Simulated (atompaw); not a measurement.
How hard is this hafnium (Hf) PAW (atompaw) potential?

hafnium, PAW, made with atompaw 4.2.0.5 (PBEsol, scalar-relativistic). Core [Xe] 4f14, reference 5d1 6s0 6p0 (charge +3). Waves: 6s (bound, empty): rc 2.55 bohr; 6s channel at -1.45 Ry: rc 2.70 bohr; 6p (bound, empty): rc 2.70 bohr; 6p channel at 0.15 Ry: rc 2.70 bohr; 5d (bound): rc 2.40 bohr; 5d channel at -0.6 Ry: rc 2.40 bohr. Local part: troulliermartins scheme with l = 3 at 0 Ry, radius 2.30 bohr. Core correction: smooth core density matched at 2.05 bohr. Augmentation charge: sinc compensation charge, radius 2.20 bohr; PAW radius 2.70 bohr; waves and projectors: custom polynom2 7 10 vanderbiltortho.

The pseudo-atom Hamiltonian at the reference potential is diagonalised in spherical Bessel functions j_l(qr) that vanish at 20 bohr, with q² up to the cutoff. All-electron valence levels (Ry): 6s -1.8930, 6p -1.4012, 5d -1.9917.

Q: How do the lowest levels (Ry) of each channel move with the cutoff, and are there ghosts?

A:

```json
{"cutoff (Ry)": "8", "s #1": "-5.8889", "s #2": "-1.8907", "p #1": "-1.4005", "p #2": "-0.6866", "d #1": "-1.9593", "f #1": "-0.6825", "f #2": "-0.4055", "Σ f·Δε (mRy)": "32.4"}
{"cutoff (Ry)": "10", "s #1": "-6.2683", "s #2": "-1.8919", "p #1": "-1.4005", "p #2": "-0.6881", "d #1": "-1.9611", "f #1": "-0.6848", "f #2": "-0.4070", "Σ f·Δε (mRy)": "30.6"}
{"cutoff (Ry)": "15", "s #1": "-6.8152", "s #2": "-1.8927", "p #1": "-1.4010", "p #2": "-0.9338", "d #1": "-1.9744", "f #1": "-0.6877", "f #2": "-0.4088", "Σ f·Δε (mRy)": "17.3"}
{"cutoff (Ry)": "18", "s #1": "-7.0422", "s #2": "-1.8927", "p #1": "-1.4011", "p #2": "-1.0840", "d #1": "-1.9862", "f #1": "-0.6883", "f #2": "-0.4092", "Σ f·Δε (mRy)": "5.5"}
{"cutoff (Ry)": "25", "s #1": "-7.1155", "s #2": "-1.8929", "p #1": "-1.4011", "p #2": "-1.2433", "d #1": "-1.9901", "f #1": "-0.6894", "f #2": "-0.4099", "Σ f·Δε (mRy)": "1.6"}
{"cutoff (Ry)": "30", "s #1": "-7.1167", "s #2": "-1.8929", "p #1": "-1.4012", "p #2": "-1.2640", "d #1": "-1.9903", "f #1": "-0.6897", "f #2": "-0.4101", "Σ f·Δε (mRy)": "1.4"}
{"cutoff (Ry)": "40", "s #1": "-7.1215", "s #2": "-1.8930", "p #1": "-1.4012", "p #2": "-1.2705", "d #1": "-1.9914", "f #1": "-0.6898", "f #2": "-0.4101", "Σ f·Δε (mRy)": "0.3"}
{"cutoff (Ry)": "45", "s #1": "-7.1216", "s #2": "-1.8930", "p #1": "-1.4012", "p #2": "-1.2707", "d #1": "-1.9914", "f #1": "-0.6898", "f #2": "-0.4101", "Σ f·Δε (mRy)": "0.3"}
{"cutoff (Ry)": "400", "s #1": "-7.1241", "s #2": "-1.8930", "p #1": "-1.4012", "p #2": "-1.2712", "d #1": "-1.9917", "f #1": "-0.6898", "f #2": "-0.4101", "Σ f·Δε (mRy)": "0.0"}
```

Result: ghost states, extra bound levels that the all-electron valence spectrum of the same l lacks: s at -96.9 eV, p at -17.3 eV (a true bound ghost makes a file unfit for plane-wave use); 10 mRy is reached at 18 Ry and 1 mRy at 35 Ry.
